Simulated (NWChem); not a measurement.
System: BHBrF; SMILES FBBr

Excerpt of the output:

```
             Northwest Computational Chemistry Package (NWChem) 7.3.0
             --------------------------------------------------------

                             Geometry "geometry" -> ""
                             -------------------------

 Output coordinates in angstroms (scale by  1.889725989 to convert to a.u.)

  No.       Tag          Charge          X              Y              Z
 ---- ---------------- ---------- -------------- -------------- --------------
    1 B                    5.0000    -0.56111600    -1.06020800     0.00000000
    2 H                    1.0000    -1.73844600    -1.30383500     0.00000000
    3 F                    9.0000     0.31657600    -2.03265600     0.00000000
    4 Br                  35.0000     0.05426200     0.74098000     0.00000000

 Effective nuclear repulsion energy (a.u.)     137.8581910538

                              NWChem Property Module
                              ----------------------

                                 NWChem DFT Module
                                 -----------------

 Summary of "ao basis" -> "ao basis" (spherical)
 ------------------------------------------------------------------------------
       Tag                 Description            Shells   Functions and Types
 ---------------- ------------------------------  ------  ---------------------
 B                           6-31g*                  6       14   3s2p1d
 H                           6-31g*                  2        2   2s
 F                           6-31g*                  6       14   3s2p1d
 Br                          6-31g*                 12       32   5s4p3d

            General Information
            -------------------
          SCF calculation type: DFT
          Wavefunction type:  closed shell.
          No. of atoms     :     4
          No. of electrons :    50
           Alpha electrons :    25
            Beta electrons :    25
          Charge           :     0
          Spin multiplicity:     1
          Use of symmetry is: off; symmetry adaption is: off
          Maximum number of iterations: 150
          AO basis - number of functions:    62
                     number of shells:    26
          Convergence on energy requested:  1.00D-06
          Convergence on density requested:  1.00D-05
          Convergence on gradient requested:  5.00D-04

              XC Information
              --------------
                         B3LYP Method XC Potential
                     Hartree-Fock (Exact) Exchange  0.200
                        Slater Exchange Functional  0.800 local
                    Becke 1988 Exchange Functional  0.720 non-local
              Lee-Yang-Parr Correlation Functional  0.810
                  VWN I RPA Correlation Functional  0.190 local

             Grid Information
             ----------------
          Grid used for XC integration:  medium
          Radial quadrature: Mura-Knowles
          Angular quadrature: Lebedev.
          Tag              B.-S. Rad. Rad. Pts. Rad. Cut. Ang. Pts.
          ---              ---------- --------- --------- ---------
          B                   0.85       49           8.0       434
          H                   0.35       45           9.0       434
          F                   0.50       49           8.0       434
          Br                  1.15      112           8.0       590
          Grid pruning is: on
          Number of quadrature shells:   255
          Spatial weights used:  Erf1

      Superposition of Atomic Density Guess
      -------------------------------------

 Sum of atomic energies:       -2696.48393159

      Non-variational initial energy
      ------------------------------

 Total energy =   -2697.201800
 1-e energy   =   -4027.827759
 2-e energy   =    1192.767768
 HOMO         =      -0.382573
 LUMO         =       0.052176

   convergence    iter        energy       DeltaE   RMS-Dens  Diis-err
 ---------------- ----- ----------------- --------- --------- ---------
 d= 0,ls=0.0,diis     1  -2699.1788352493 -2.84D+03  1.66D-02  5.53D-01
 d= 0,ls=0.0,diis     2  -2699.1416789910  3.72D-02  9.02D-03  1.07D+00
 d= 0,ls=0.0,diis     3  -2699.2483020514 -1.07D-01  1.50D-03  1.88D-02
 d= 0,ls=0.0,diis     4  -2699.2491945241 -8.92D-04  1.00D-03  4.85D-03
 d= 0,ls=0.0,diis     5  -2699.2497088165 -5.14D-04  2.67D-04  2.18D-04
  Resetting Diis
 d= 0,ls=0.0,diis     6  -2699.2497430989 -3.43D-05  2.75D-05  4.27D-06
 d= 0,ls=0.0,diis     7  -2699.2497434580 -3.59D-07  8.01D-06  1.56D-07

         Total DFT energy =    -2699.249743458022
      One electron energy =    -4028.979462388768
           Coulomb energy =     1298.156690933499
    Exchange-Corr. energy =     -106.285163056544
 Nuclear repulsion energy =      137.858191053792

 Numeric. integr. density =       49.999999977656

                       DFT Final Molecular Orbital Analysis
                       ------------------------------------

 Vector   23  Occ=2.000000D+00  E=-3.576334D-01
              MO Center= -4.0D-01, -6.1D-01,  1.3D-08, r^2= 3.0D+00
   Bfn.  Coefficient  Atom+Function         Bfn.  Coefficient  Atom+Function
  ----- ------------  ---------------      ----- ------------  ---------------
    42      0.520666  4 Br py                16      0.284562  2 H  s
    19      0.266343  3 F  px                20      0.244439  3 F  py
     3     -0.235656  1 B  px                38     -0.232879  4 Br py
    15      0.206644  2 H  s                 23      0.188374  3 F  px
     4     -0.173681  1 B  py                46      0.174124  4 Br py

 Vector   24  Occ=2.000000D+00  E=-3.245566D-01
              MO Center=  2.0D-02,  5.4D-01, -3.4D-08, r^2= 1.8D+00
   Bfn.  Coefficient  Atom+Function         Bfn.  Coefficient  Atom+Function
  ----- ------------  ---------------      ----- ------------  ---------------
    43      0.746588  4 Br pz                39     -0.336250  4 Br pz
    47      0.323409  4 Br pz                21     -0.133173  3 F  pz
     5      0.111908  1 B  pz                25     -0.104596  3 F  pz
    35      0.100880  4 Br pz                 9      0.054642  1 B  pz
    59     -0.028035  4 Br d -1

 Vector   25  Occ=2.000000D+00  E=-3.068013D-01
              MO Center= -2.2D-02,  5.7D-01, -4.4D-09, r^2= 1.9D+00
   Bfn.  Coefficient  Atom+Function         Bfn.  Coefficient  Atom+Function
  ----- ------------  ---------------      ----- ------------  ---------------
    41      0.741910  4 Br px                37     -0.332385  4 Br px
    45      0.316617  4 Br px                42     -0.189991  4 Br py
    16      0.142380  2 H  s                 33      0.099659  4 Br px
    15      0.091217  2 H  s                 46     -0.091275  4 Br py
    38      0.085017  4 Br py                20     -0.068633  3 F  py

 Vector   26  Occ=0.000000D+00  E=-4.132207D-02
              MO Center= -4.7D-01, -8.9D-01, -9.3D-09, r^2= 2.2D+00
   Bfn.  Coefficient  Atom+Function         Bfn.  Coefficient  Atom+Function
  ----- ------------  ---------------      ----- ------------  ---------------
     9      0.606235  1 B  pz                 5      0.541925  1 B  pz
    43     -0.274060  4 Br pz                25     -0.258436  3 F  pz
    21     -0.257132  3 F  pz                47     -0.233551  4 Br pz
    39      0.115725  4 Br pz                59     -0.080499  4 Br d -1
    49      0.035044  4 Br d -1              35     -0.034441  4 Br pz

 Vector   27  Occ=0.000000D+00  E= 5.851539D-02
              MO Center= -2.3D-01,  2.6D-01,  3.2D-10, r^2= 3.5D+00
   Bfn.  Coefficient  Atom+Function         Bfn.  Coefficient  Atom+Function
  ----- ------------  ---------------      ----- ------------  ---------------
     6      1.779885  1 B  s                 46      1.070720  4 Br py
    44     -0.783343  4 Br s                  8      0.643005  1 B  py
    16     -0.604886  2 H  s                 45      0.399644  4 Br px
     4      0.347580  1 B  py                40      0.345748  4 Br s
    42      0.311607  4 Br py                 2      0.187130  1 B  s

 Vector   28  Occ=0.000000D+00  E= 1.358363D-01
              MO Center= -3.3D-01, -1.3D+00,  1.2D-09, r^2= 3.1D+00
   Bfn.  Coefficient  Atom+Function         Bfn.  Coefficient  Atom+Function
  ----- ------------  ---------------      ----- ------------  ---------------
     8      1.181289  1 B  py                22      0.914568  3 F  s
    44     -0.705408  4 Br s                  7     -0.568076  1 B  px
     6     -0.484841  1 B  s                 45      0.353974  4 Br px
    46      0.322015  4 Br py                23     -0.239515  3 F  px
    40     -0.214071  4 Br s                  4      0.201150  1 B  py

     Multipole analysis of the density
     ---------------------------------

     L   x y z        total         alpha         beta         nuclear
     -   - - -        -----         -----         ----         -------
     0   0 0 0     -0.000000    -25.000000    -25.000000     50.000000

     1   1 0 0     -0.234173     -0.310149     -0.310149      0.386124
     1   0 1 0     -0.147809     -1.052330     -1.052330      1.956851
     1   0 0 1      0.000000      0.000000      0.000000      0.000000

     2   2 0 0    -21.897210    -20.950239    -20.950239     20.003268
     2   1 1 0      0.947610     -1.056362     -1.056362      3.060335
     2   1 0 1      0.000000      0.000000      0.000000      0.000000
     2   0 2 0    -21.949550   -124.752816   -124.752816    227.556082
     2   0 1 1      0.000000      0.000000      0.000000      0.000000
     2   0 0 2    -20.973380    -10.486690    -10.486690      0.000000

 *** CALLING NEW AORESP DRIVER FOR CLOSED AND OPEN SHELLS ***
 Entering AOResponse driver routine

--------------------------------------------------------------------------------

          -----------------------------------------------
          Solving response equations for perturbing field
          -----------------------------------------------

 number of frequencies:     1
 frequency in a.u.:  0.7730000E-01
 Perturbing field: electric
 Using El. Dipole Length Gauge

 Setting up CPKS with frequency omega =      0.07730000 a.u.

                            NWChem Dynamic CPHF Module
                            --------------------------

    scftype = RHF
    nclosed =   25
      nopen =    0
  variables =     1850
  num. vecs =        3
  tolerance =   1.0D-04
  max. iter =   50

 SCF residual:    4.6770042642309647E-004

Iterative solution of linear equations
  No. of variables     1850
  No. of equations        3
  Maximum subspace       30
       Convergence  1.0D-04

   iter   nsub   residual    time
   ----  ------  --------  ---------
     1      3    4.20D+00      20.8
     2      6    1.29D+00      32.5
     3      9    4.19D-01      42.7
     4     12    8.12D-02      52.8
     5     15    1.33D-02      63.2
     6     18    1.49D-03      73.7
     7     21    5.92D-04      83.8
     8     24    5.57D-05      95.3

 Electric Dipole Response Matrix (nonzero elements):

              1        2        3
    1   24.8456   5.2846  -0.0000
    2    5.2846  39.0470  -0.0000
    3   -0.0000  -0.0000  18.0610

 ------------------------------------------
 average:        27.31786 + I       0.00000

 DFT Linear Response polarizability / au
 Frequency  =       0.0773000 / au
 Wavelength =     589.4353558 / nm
              X              Y              Z
 -----------------------------------------------
 X      24.8456385      5.2845518     -0.0000002
 Y       5.2845611     39.0469603     -0.0000003
 Z      -0.0000002     -0.0000003     18.0609739
 -----------------------------------------------
 Eigenvalues =      23.0949790     40.7976198     18.0609739
 Isotropic   =      27.3178575
 Anisotropic =      20.6842907
 -----------------------------------------------

 Magnetic Dipole Response Matrix (nonzero elements):

 Exiting AOResponse driver routine
```

Level: B3LYP/6-31G* (spherical d). All runs use the structure optimised with PBE0/def2-SVP.

Problem. Reconstruct the input file.

Solution. Several could match; the one computed here: the input that was run:
```
start job
memory heap 200 mb stack 900 mb global 1100 mb
geometry units angstroms noautosym nocenter noautoz
  B     -0.561116    -1.060208     0.000000
  H     -1.738446    -1.303835     0.000000
  F      0.316576    -2.032656     0.000000
  Br     0.054262     0.740980     0.000000
end
basis spherical
  B library 6-31g*
  H library 6-31g*
  F library 6-31g*
  Br library 6-31g*
end
dft
  xc b3lyp
  iterations 150
end
property
  response 1 0.0773
end
task dft property
```
